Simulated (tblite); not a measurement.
Species: C4H4N2O2S.
Atom-mapped SMILES: `[CH2:1]=[N:2][c:3]1[n:4][o:5][c:6]([SH:7])[c:8]1[OH:9]` (hydrogens: H10, H11 on C1; H12 on S7; H13 on O9)

Computed geometry: GFN2-xTB, gas phase.

(1) Give the optimised bond lengths and angles.

## Answers

(1) 
```tsv
bond	length (bohr)
C1=N2	2.386
N2–C3	2.601
C3–N4	2.495
N4–O5	2.545
O5–C6	2.541
C6–S7	3.286
C6–C8	2.598
C8–O9	2.548
C3–C8	2.689
C1–H10	2.055
C1–H11	2.041
S7–H12	2.518
O9–H13	1.828
```

A selection of angles:
```tsv
angle	degrees
N2–C1–H10	124.2
N2–C1–H11	117.4
H10–C1–H11	118.5
C1–N2–C3	121.2
N2–C3–N4	128.2
N2–C3–C8	121.6
N4–C3–C8	110.3
C3–N4–O5	107.4
N4–O5–C6	109.8
O5–C6–S7	119.5
O5–C6–C8	109.1
S7–C6–C8	131.4
C6–S7–H12	93.1
C6–C8–O9	128.1
C3–C8–C6	103.4
C3–C8–O9	128.4
C8–O9–H13	107.3
```

Torsions: C1–N2–C3–N4 0° (synperiplanar); H12–S7–C6–O5 180° (antiperiplanar); H13–O9–C8–C6 180° (antiperiplanar).

Of the pairs four or more bonds apart, N2···H13 is among the closest relative to their van der Waals radii: 2.53 Å, 92 % of the sum of Bondi's values. The 9 heavy atoms lie in one plane (0.001 Å rms). S7 (thiol sulfur) is bent (angle 93.1°). The C–C distances run from 1.375 Å (C6–C8, aromatic) to 1.423 Å (C3–C8, aromatic), a spread of 0.048 Å. The C–N distances run from 1.263 Å (C1=N2, drawn double) to 1.376 Å (N2–C3, drawn single), a spread of 0.113 Å. The 5-membered ring C3–N4–O5–C6–C8 has internal angles of 103.4° to 110.3° (sum 540°, against 540° for a flat polygon); it is planar, 0.00 Å rms from its mean plane, widest ring torsion 0°.

Point group: Cs (tolerance 0.08 Å). GFN2-xTB frequencies show an imaginary mode (26i cm⁻¹), so the point is no minimum at that level. Torsions: C1–N2–C3–N4 0°, O5–C6–S7–H 180°, C6–C8–O9–H 180°. 2 starts were optimised and ended at 0.00 and 6.35 kcal/mol (GFN2-xTB); the lowest of these is shown.
